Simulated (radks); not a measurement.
The numbers below are computed, except where a source is named.
Problem. Tc0.125+, 42.875 electrons, occupied as [Kr] 4d4.875 5s2 (fractional occupations, a model configuration). Code: a radial shooting solver on a logarithmic mesh with Libxc functionals. Model: Dirac Kohn-Sham, LDA (Slater exchange, Perdew-Wang correlation), spin-unpolarised, spherical densities, finite nucleus; open shells are shared between the two j in proportion to 2j + 1; Fermi nuclear charge, rms radius 4.4112 fm. Some entries of the table are withheld. Estimate them.

orbital,occ.,eigenvalue (eV),r(max) (bohr)
1s1/2,2,-20830.54,0.02231
2s1/2,2,-2973.229,0.1264
2p1/2,2,(1),0.09815
2p3/2,4,(2),0.1021
3s1/2,2,-518.4504,0.3730
3p1/2,2,-430.1726,0.3596
3p3/2,4,-410.4143,0.3691
3d3/2,4,-253.6040,0.3093
3d5/2,6,-249.8018,0.3120
4s1/2,2,-74.6505,0.9474
4p1/2,2,-48.7174,1.004
4p3/2,4,-45.7156,1.029
4d3/2,1.95,(3),1.263
4d5/2,2.925,(4),1.275
5s1/2,2,-6.1355,2.692

Solution. 
(1) 2p1/2 eigenvalue (eV): -2743.726
(2) 2p3/2 eigenvalue (eV): -2625.670
(3) 4d3/2 eigenvalue (eV): -8.1622
(4) 4d5/2 eigenvalue (eV): -7.8696
